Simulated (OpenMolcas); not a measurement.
neutral aluminium: the spin-orbit constant, thermal populations, worked from levels

```
Program             : OpenMolcas 26.06
Basis               : ANO-RCC-VQZP [6s5p3d2f1g]
Scalar Hamiltonian  : DKH2, point nucleus
Active space        : 3 electrons in 9 orbitals (RAS2 3s 3p; RAS3 3d, at most 2 electrons)
State averaging     : 2S+1 = 4 odd, 1 root (0 in the spin-orbit step); 2S+1 = 2 odd, 3 roots; 2S+1 = 4 even, 3 roots; 2S+1 = 2 even, 5 roots
Spin-orbit coupling : RASSI with atomic mean-field integrals over the reference wave functions, term energies averaged over their components
```

Methods: RASSCF; SS-RASPT2, IPEA 0.25 Eh, imaginary shift 0.1 Eh (closed shells correlated: 2s 2p). Measured levels: NIST Handbook of Basic Atomic Spectroscopic Data.

**The spin-orbit constant.** For the Hund term 2P* of p1, E(J) = (A/2) J(J+1) + constant and ζ = 2S·A = A. From J = 1/2 to J = 3/2 the energy changes by 1.5 A.

```tsv
Source	E(3/2) - E(1/2)	A	ζ
RASSCF	106.8	71.2	71
SS-RASPT2	106.8	71.2	71
measured	112.1	74.7	75
```

All in cm-1. SS-RASPT2 is off by -4.7 % and RASSCF by -4.7 %. Both methods take the spin-orbit matrix elements from the reference wave functions, so the second can move ζ only through the term energies and any multistate remixing.

**Thermal populations.** Z = Σ (2J + 1) exp(-E/kT) with k = 0.695035 cm-1/K, over the levels below. No other level of either list lies under 25300 cm-1, which is above 7 kT at each temperature.

```csv
Level,2J + 1,SS-RASPT2,measured
3s2 3p 2P* 1/2,2,0.0,0.0
3s2 3p 2P* 3/2,4,107,112
```

```json
{"T (K)": "2000", "Z, SS-RASPT2": "5.704", "Z, measured levels": "5.690", "Ground level (%), SS-RASPT2": "35.1", "Ground level (%), measured levels": "35.1"}
{"T (K)": "3000", "Z, SS-RASPT2": "5.800", "Z, measured levels": "5.791", "Ground level (%), SS-RASPT2": "34.5", "Ground level (%), measured levels": "34.5"}
{"T (K)": "5000", "Z, SS-RASPT2": "5.879", "Z, measured levels": "5.873", "Ground level (%), SS-RASPT2": "34.0", "Ground level (%), measured levels": "34.1"}
```

At 5000 K, kT = 3475 cm-1, and the computed levels give Z = 2.000 + 3.879 = 5.879.

Active for correlation alone: 3d; no level in the range computed is led by a configuration that fills it, so any true level of that kind is missing. Without dynamic correlation excited terms often stand tens of per cent too high (terms of higher spin than the ground term too low), and those without a measured partner can miss by more than the paired ones (holds for RASSCF). Computed and measured levels are paired by configuration, term and J; levels that our copy of the source lacks, or whose pairing is in doubt (as where it misses far off the trend of its configuration), stay unpaired and out of the deviations. Levels of configurations outside the active space are missing.

* marks odd parity.
